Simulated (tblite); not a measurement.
Q: Give a GFN2-xTB geometry of InChI=1S/C7H9O/c1-3-7(2)5-4-6-8/h3-6H,1H2,2H3/b5-4-. (Doublet state.)

A: 
```xyz
17
C7H9O angstrom
C     -1.744    1.536    0.397
C     -0.715    0.881   -0.167
C     -0.392   -0.493    0.050
C     -1.397   -1.374    0.719
C      0.792   -1.061   -0.420
C      1.955   -0.425   -0.797
C      2.346    0.918   -0.466
O      3.302    1.499   -0.944
H     -1.944    2.565    0.158
H     -2.392    1.080    1.124
H     -0.091    1.410   -0.875
H     -1.519   -1.075    1.761
H     -1.084   -2.414    0.699
H     -2.371   -1.288    0.238
H      0.798   -2.144   -0.496
H      2.709   -1.003   -1.317
H      1.740    1.399    0.327
```

Any rigid rotation of these coordinates is as good. Atoms count from 1 in this order. C7 (carbon bonded to C, O and H) is planar (angles 124.7°, 120.3° and 115.0°, sum 359.9°, 0.02 Å off the plane of its three neighbours). C6 (carbon bonded to 2 C and H) is planar (angles 126.6°, 118.2° and 114.9°, sum 359.7°, 0.04 Å off the plane of its three neighbours). C5 (carbon bonded to 2 C and H) is planar (angles 128.4°, 115.8° and 115.7°, sum 360.0°, 0.00 Å off the plane of its three neighbours). C1 (carbon bonded to C and 2 H) is planar (angles 122.6°, 121.0° and 116.4°, sum 360.0°, 0.01 Å off the plane of its three neighbours).

Bonds between heavy atoms (Å): C1=C2 1.344, C2–C3 1.428, C3–C4 1.495, C3–C5 1.395, C5=C6 1.378, C6–C7 1.438, C7=O8 1.217.

Computed geometry: GFN2-xTB, gas phase. This method treats the open shell by occupation alone, without spin polarisation.

Point group: C1 (no symmetry element, even within 0.4 Å). Its GFN2-xTB frequencies are all real (lowest 73 cm⁻¹). Torsions: C1–C2–C3–C4 13°, C2–C3–C5–C6 20°, C5–C6–C7–O8 -171°. 3 starts were optimised and ended at 0.00, 0.11 and 0.90 kcal/mol (GFN2-xTB); the lowest of these is shown.

One conformer stands for the species.
